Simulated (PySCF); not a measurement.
An unknown is described by computed data only.

Formula: C4HF9.

- NMR, other nuclei: isotropic shieldings of nuclei other than C and H, by class: 248 (9 F) ppm [GIAO PBE0/pcSseg-1]
- Rotational structure: rotational constants A, B, C: 0.907, 0.906, 0.588 GHz [GFN2-xTB]
- 1H NMR: chemical shifts (computed TMS as zero) by class: 3.46 (1 H) ppm [GIAO PBE0/pcSseg-1]
- Dipole: 1.46 D [PBE0/pcSseg-1]
- 13C NMR: chemical shifts (computed TMS as zero) by class: 129.4 (3 C), 56.4 (1 C) ppm [GIAO PBE0/pcSseg-1]

Gas-phase values; electronic properties from PySCF, density fitting. Levels stand in brackets. Isolated species at its GFN2-xTB geometry, gas phase. GFN2-xTB frequencies show an imaginary mode (31i cm⁻¹), so this geometry is no minimum at that level. NMR values are class means; diastereotopic atoms form classes of their own.

**Question.** What is the compound? Reason from the data.

**Answer.** Numbering: `[F:1][C:2]([F:3])([F:4])[CH:5]([C:6]([F:7])([F:8])[F:9])[C:10]([F:11])([F:12])[F:13]`. Its formula, C4HF9, gives 0 degrees of unsaturation, so no ring and no π bond. 4 carbons fall into 2 classes; from least to most shielded: CF3 carbon [C2/C6/C10] (129.4 ppm, 3 C), sp3 CH carbon [C5] (56.4 ppm). The one hydrogen (3.46 ppm): methine hydrogen. The other shieldings belong to: 248 ppm, fluorine of a CF3 group [F1/F3/F4/F7/F8/F9/F11/F12/F13]. By its constants the optimised geometry is a nearly oblate symmetric top. Structure: (CF3)3CH (`FC(F)(C(C(F)(F)F)C(F)(F)F)F`). The assignments are read from this structure; whether some other isomer fits the data as well wasn't checked.

The values belong to the conformer `[F:1][C:2]([F:3])([F:4])[CH:5]([C:6]([F:7])([F:8])[F:9])[C:10]([F:11])([F:12])[F:13]`: F1–C2–C5–C6 63°, C2–C5–C6–F7 180°, C2–C5–C10–F11 63°.
